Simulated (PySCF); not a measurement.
# What a mistake does to a calculation on B2GeH3N

These are calculations, not measurements. They come from PySCF 2.14.0, an open-source quantum chemistry program, on an isolated molecule that a program drew, which may never have been made. The molecule is B2GeH3N (charge 0, singlet), drawn as the SMILES string `BB=[N][GeH]`.

Each row is a Hartree-Fock (HF) and frozen-core CCSD(T) single point in the cc-pVDZ basis, meant for a local HF minimum. Run 1 is clean. Each other run has one planted mistake out of seven kinds, and not every kind appears here: one electron removed, one electron added, multiplicity raised by two, geometry at a saddle point, minimal basis STO-3G, one bond length entered in bohr, all coordinates scaled. The reference is restricted for singlets and unrestricted otherwise, and also for a bond in bohr. Adding or removing an electron swaps singlet and doublet. Electrons count all cores. HOMO and LUMO are orbital energies over both spins, the gradient is its largest component, and the lowest frequency (negative if imaginary) is given only where the gradient is small. Bond lengths are over the 6 bonds as drawn. T1 is the CCSD diagnostic: over 0.02 (restricted) or 0.045 (unrestricted) a single reference is doubtful. Germanium has the cc-pVDZ-PP basis, with a core potential (ECP10MDF) in place of its 10 inner electrons, and its 3s, 3p and 3d shells are frozen in CCSD(T).

Geometry of the clean run:
```xyz
7
B2GeH3N, angstrom
B    -2.6223    2.6192    0.2694
B    -1.4758    1.8015   -0.6618
N    -0.6235    1.2078   -1.3617
Ge    0.5853    0.1401   -2.2236
H    -2.2849    3.2817    1.2070
H    -3.7867    2.5473    0.0036
H     0.9693    1.1996   -3.3486
```

| run | electrons | basis functions | <S^2> | HOMO (eV) | LUMO (eV) | gradient (hartree/bohr) | lowest frequency (cm^-1) | mean bond (Å) | longest bond (Å) | T1 | HF (hartree) | CCSD(T) (hartree) | mistake |
|---|---|---|---|---|---|---|---|---|---|---|---|---|---|
| 1 | 52 | 80 | 0.000 | -8.67 | 0.82 | 2.8e-05 | 86 | 1.4591 | 1.829 | 0.0199 | -398.92437 | -399.37184 | no fault |
| 2 | 52 | 80 | 0.000 | -8.59 | 0.91 | 3.0e-02 | - | 1.4197 | 1.779 | 0.0192 | -398.91881 | -399.36117 | all coordinates scaled |
| 3 | 52 | 80 | 0.000 | -8.62 | 0.25 | 5.3e-05 | -193 | 1.4620 | 1.835 | 0.0178 | -398.92153 | -399.36734 | geometry at a saddle point |
| 4 | 53 | 80 | 0.899 | -0.73 | 4.77 | 3.3e-02 | - | 1.4591 | 1.829 | 0.0389 | -398.92085 | -399.38617 | one electron added |
| 5 | 52 | 80 | 2.021 | -7.15 | -0.37 | 3.3e-02 | - | 1.4591 | 1.829 | 0.0217 | -398.87164 | -399.30208 | multiplicity raised by two |
| 6 | 52 | 80 | 0.672 | -8.77 | 0.41 | 2.4e-02 | - | 1.6366 | 2.261 | 0.0666 | -398.80330 | -399.25201 | ? |

**Which mistake was planted in run 6, and what did it cost?**

The mean bond changes by a factor of 1.122 and the longest by 1.236, so the molecule wasn't scaled as a whole. A length L in bohr read as angstrom grows by (1/0.5292 - 1) L = 0.890 L. The 6 bonds together grew by 6 x 0.1775 = 1.065 Å, which gives L = 1.197 Å. That is the length of one of the B-H bonds, 1.197 Å in the clean geometry. So the mistake is: one bond length entered in bohr. Subtracting run 1 and multiplying by 627.51 kcal/mol a hartree, the energy moved by 76.0 kcal/mol in HF and 75.2 kcal/mol in CCSD(T).

Cautions from the logs. Run 6: T1 is over the limit, so its CCSD(T) energy is less reliable.
